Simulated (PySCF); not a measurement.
CH5FOSi, SMILES C[Si@H](O)F.

Geometry optimised at B3LYP-D3(BJ)/def2-SVP. The structure was generated by enumeration; whether it is a known compound was not checked. One conformer was computed; it need not be the lowest.

Computed with PBE/def2-TZVP run with PySCF.

Gas-phase values at a fixed geometry.

* **total energy**: -505.52209 hartree
* **highest occupied level**: -7.46 eV
* **lowest empty level**: -0.22 eV
* **orbital gap**: 7.23 eV
* **dipole moment**: 2.14 D
* **quadrupole, principal values (traceless, Buckingham form, about the centre of nuclear charge)**: -5.40, -1.34, 6.74 D·Å
* **mean static polarisability**: 41.2 bohr³ (6.11 Å³)
* **polarisability, principal values**: 37.8, 41.1, 44.8 bohr³
